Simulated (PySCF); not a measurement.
C4H6F2.

```xyz
12

C      0.0000     1.2856    -1.4013
C      0.0000     0.0000    -0.6347
C      0.0000    -1.2856    -1.4013
C      0.0000     0.0000     0.6961
F      0.0000    -1.0782     1.4530
F      0.0000     1.0782     1.4530
H      0.8856     1.3476    -2.0558
H      0.0000     2.1630    -0.7419
H     -0.8856     1.3476    -2.0558
H      0.0000    -2.1630    -0.7419
H     -0.8856    -1.3476    -2.0558
H      0.8856    -1.3476    -2.0558
```
Charge 0, spin multiplicity 1.

Geometry optimised at PBE0-D3(BJ)/def2-SVP.

These are PBE0/pcSseg-1 run with PySCF values and carry that method's errors. Non-relativistic, no solvent.

**Question.** Give the absolute GIAO shielding of each atom: isotropic value and principal components (ppm). (An estimate is asked for; the answer gives what the named calculation found.)

**Answer.** 
| atom | σ(iso) | σ11 | σ22 | σ33 | span |
|---|---|---|---|---|---|
| C1 | 168.6 | 155.6 | 164.6 | 185.5 | 29.8 |
| C2 | 99.5 | 38.7 | 101.2 | 158.5 | 119.7 |
| C3 | 168.6 | 155.6 | 164.6 | 185.5 | 29.8 |
| C4 | 22.7 | -64.5 | 46.7 | 86.0 | 150.6 |
| F5 | 272.4 | 230.1 | 273.2 | 313.8 | 83.7 |
| F6 | 272.4 | 230.1 | 273.2 | 313.8 | 83.7 |
| H7 | 29.8 | 25.7 | 27.5 | 36.3 | 10.5 |
| H8 | 29.2 | 24.1 | 28.8 | 34.7 | 10.5 |
| H9 | 29.8 | 25.7 | 27.5 | 36.3 | 10.5 |
| H10 | 29.2 | 24.1 | 28.8 | 34.7 | 10.5 |
| H11 | 29.8 | 25.7 | 27.5 | 36.3 | 10.5 |
| H12 | 29.8 | 25.7 | 27.5 | 36.3 | 10.5 |
